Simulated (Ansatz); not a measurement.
Basis-set extrapolation for ClH$_{4}$NSSi (`N[SiH](S)Cl`) (PBE0-D4/def2-TZVP geometry, frozen core, Ansatz 0.2.0). Multiplicity 1, RHF reference.

|  | def2-TZVPP | def2-QZVPP |
| --- | --- | --- |
| HF | -1202.929867 | -1202.965982 |
| MP2 correlation | -0.702141 | -0.763788 |
| CCSD(T) correlation | -0.783120 | not run |

Energies in hartree. Use E(X) = E(∞) + A·exp(−7.88·√X) for Hartree–Fock and E(X) = E(∞) + B·X^(−2.97) for correlation, with X = 3 and 4, and add CCSD(T) minus MP2 of the smaller set to the MP2 limit.

Question: What is the CCSD(T) energy at the basis-set limit?

Answer: HF limit: -1202.965982 + (-0.036115) × 0.13774 = -1202.97096. MP2 limit: -0.763788 + (-0.061647) × 0.74074 = -0.80945. Higher-order term: -0.783120 − (-0.702141) = -0.08098. Total: -1203.86139 hartree, 93.1 kcal/mol below CCSD(T)/def2-TZVPP.
